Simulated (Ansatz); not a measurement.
Two shapes of singlet ZrF4.

Shape 1:

```xyz
5

Zr    0.0463    0.0178   -0.0062
F     1.0746    1.0612    1.1263
F     1.0639   -1.0626   -1.1185
F    -1.0655    1.0725   -1.0595
F    -1.1167   -1.0521    1.1092
```

Shape 2:

```xyz
5

Zr   -0.0028   -0.0096   -0.0007
F     1.0928    1.1005    1.1018
F     1.0888   -1.1024   -1.0957
F    -1.1021    1.0885   -1.0920
F    -1.0921   -1.0994    1.0859
```

Basis set: STO-3G (spherical functions). Frozen core: 18 orbitals. Charge 0, multiplicity 1.

Computed with Ansatz (development build ahead of 0.2.0); each method stands on the lowest determinant of its kind that the runs found.

Problem. Which shape is lower in energy, and by how much in each method?

Solution.

```
 method  E(2) − E(1) (eV)
    RHF            -0.038
RHF-MP2            -0.080
```

Shape 2 is lower. Caution: no unrestricted run beside it, a lower state can exist; other spin multiplicities were not run.
